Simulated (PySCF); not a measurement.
## Which determinant of SbCl lies lowest?

Unrestricted PBE0; Sb def2-TZVPPD with ECP28, Cl def2-TZVPPD; scalar-relativistic core potentials (PySCF 2.14). Outer shells of the fragments: Sb 4d10 5s2 5p3; Cl 3s2 3p5.

Followed along the bond (rough minima from three points):

```json
{"2Ms+1": "3", "unpaired": "π ↑↑", "⟨S²⟩ at the start": "2.00", "R at minimum (Å)": "2.35", "Te (eV)": "0.00"}
{"2Ms+1": "1", "unpaired": "π ↑↓", "⟨S²⟩ at the start": "1.01", "R at minimum (Å)": "2.35", "Te (eV)": "0.29"}
{"2Ms+1": "1", "unpaired": "none", "⟨S²⟩ at the start": "0.00", "R at minimum (Å)": "2.34", "Te (eV)": "1.19"}
{"2Ms+1": "5", "unpaired": "σ ↑↑, π ↑↑", "⟨S²⟩ at the start": "6.00", "R at minimum (Å)": "none in the scan", "Te (eV)": "≤ 4.70"}
```

Solutions found at the starting distance of 2.335 Å, counted from the lowest of them; the search is not exhaustive and high or unbound solutions are not listed, so other states can lie among these:

```
2Ms+1  unpaired   term  E (eV)  ⟨S²⟩  ⟨Lz²⟩  μ (D)
    3      π ↑↑    ³Σ⁻    0.00  2.00   0.00  -2.04
    1      π ↑↓  mixed    0.29  1.01   2.02  -1.97
    1      none  mixed    1.19  0.00   2.01  -1.73
    3  σ ↑, π ↑     ³Π    2.86  2.01   1.01  -1.54
    1  σ ↓, π ↑  mixed    3.12  1.01   1.01  -1.38
    3  σ ↑, π ↑     ³Π    4.99  2.01   1.01   0.41
```

A term symbol is given only where ⟨S²⟩ and ⟨Lz²⟩ are close to those of a pure state; real π, δ and φ orbitals otherwise mix terms. A positive dipole means Sb(−)Cl(+).

Spin–orbit coupling is left out. Counting both spins, an empty level lies below a filled one in some of these solutions, because spin and occupation are held.
